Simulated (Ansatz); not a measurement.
Molecule: WBr (charge 0, sextet). The spin state was set by rule; other spins were not relaxed. 
Geometry from a B3LYP-D3(BJ)/def2-TZVP (Ansatz, a first-principles code) optimisation:
```xyz
2

W      0.0000     0.0000    -0.7855
Br     0.0000     0.0000     1.6608
```
Charge 0, spin multiplicity 6.

Total electronic energies in hartree. Cores are frozen in the correlated levels unless marked. UHF or UKS for open shells. No spin-orbit coupling. Frozen are the shells of the preceding noble gas and the d and f shells that filled before the atom's block. In def2 rows, elements after Kr have scalar-relativistic effective core potentials. CBS(X,Y): correlation extrapolated as X^-3; Hartree-Fock from the larger set.

| level | program | energy (Eh) |
|---|---|---|
| HF/def2-QZVPPD | Ansatz | -2638.89896 |
| RI-HF/def2-QZVPP | Ansatz | -2638.89884 |
| r2SCAN/def2-TZVPD | Ansatz | ? |
| PBE0/def2-TZVPD | Ansatz | -2640.87834 |
| LC-wPBE-D4/def2-TZVPD | Ansatz + dftd4 | -2640.83892 |
| MP2/def2-SVPD | Ansatz | -2638.71584 |
| CCSD/CBS(def2-TZVPPD,def2-QZVPPD) | Ansatz | -2639.2072 |
| CCSD(T)/CBS(def2-TZVPP,def2-QZVPP) | Ansatz | -2639.2223 |
| CCSD(T)/CBS(def2-TZVPPD,def2-QZVPPD) | Ansatz | -2639.2223 |

Problem. Fill in the missing entries.

Solution. 
- r2SCAN/def2-TZVPD, energy (Eh): -2641.21171
